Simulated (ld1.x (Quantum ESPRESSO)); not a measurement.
What the settings do to the TM potential of gold (Au)

Base potential:

- Element: gold
- Generator: ld1.x (Quantum ESPRESSO) 7.5
- Type: norm-conserving Troullier–Martins (Kleinman–Bylander form)
- Functional: PBE
- Relativity: scalar-relativistic
- Frozen core: [Kr] 4d10 4f14
- Valence charge: 19
- Reference configuration: 5s2 5p6 5d10 6s0 6p0 (charge +1)
- Partial waves: 5s (bound): rc 1.30 bohr; 5p (bound): rc 1.40 bohr; 5d (bound): rc 1.25 bohr
- Local potential: all-electron potential smoothed inside 1.30 bohr (lloc = -1)
- Core correction: Bessel-smoothed model core inside 0.95 bohr

Cutoffs, loose and tight: the cutoffs (Ry, on a coarse ladder) from which the occupation-weighted sum of valence levels, in a spherical-Bessel basis at the reference potential, stays within 10 and 1 mRy of its value at 400 Ry. They do not see the model core or the augmentation charge, which bear on the density cutoff. Test errors are all-electron minus pseudo excitation energies from the reference, over the configurations 5s2 5p6 5d10 6s1 6p0; 5s2 5p6 5d9 6s0 6p0; 5s2 5p6 5d8 6s0 6p0; 5s2 5p5 5d10 6s1 6p0; 5s2 5p6 5d7 6s0 6p0; 5s2 5p6 5d10 6s0 6p1; 5s1 5p6 5d10 6s1 6p0. A dash means not determined; rows that change the core or the reference have their own tests. The largest error is taken over the tests solved by every variant that gives reliable tests at all: 5s2 5p6 5d10 6s0 6p1; 5s2 5p6 5d7 6s0 6p0; 5s2 5p6 5d8 6s0 6p0; 5s2 5p6 5d9 6s0 6p0.

A true bound ghost makes a file unfit for plane-wave use even where its test errors are small: the radial tests pick states by their node count and pass the ghost by. Where a test does run into it, the solver fails or the error is huge.

| change | outcome | cutoff, loose | cutoff, tight | bound ghosts | largest test error (meV) |
| --- | --- | --- | --- | --- | --- |
| base | generated | 100 Ry | 160 Ry | none | +43 |
| wave 5s (bound): rc 1.30 bohr becomes 5s (bound): rc 0.88 bohr | generated | 140 Ry | 260 Ry | none | +43 |
| wave 5s (bound): rc 1.30 bohr becomes 5s (bound): rc 1.04 bohr | generated | 140 Ry | 260 Ry | none | +43 |
| wave 5s (bound): rc 1.30 bohr becomes 5s (bound): rc 1.36 bohr | generated | 100 Ry | 160 Ry | none | +43 |
| wave 5s (bound): rc 1.30 bohr becomes 5s (bound): rc 1.62 bohr | generated | 90 Ry | 120 Ry | s | +43 |
| wave 5s (bound): rc 1.30 bohr becomes 5s (bound): rc 1.80 bohr | generated | 90 Ry | 120 Ry | s | +43 |
| wave 5s (bound): rc 1.30 bohr becomes 5s (bound): rc 1.88 bohr | generated | 90 Ry | 120 Ry | s | +43 |

Question: What comes out with this change to the base: wave 5s (bound): rc 1.30 bohr becomes 5s (bound): rc 1.26 bohr?

Answer: outcome: generated; cutoff, loose: 110 Ry; cutoff, tight: 180 Ry; bound ghosts: none; largest test error (meV): +43.

Reading the sweep of the s radius (base included, trends over the rows without a ghost): The loose cutoff falls from 140 Ry at 0.88 to 100 Ry at 1.36 bohr. A larger radius leaves more room for a smooth pseudo-wave, so fewer plane waves are needed; a smaller one forces it to follow the all-electron wave where it bends sharply. The median size of the test errors (rows with all tests solved) is not monotonic: lowest 19.2 meV at 0.88 bohr, highest 42.7 meV at 1.04 bohr. Bound ghosts are found at 1.62, 1.8, 1.88 bohr.
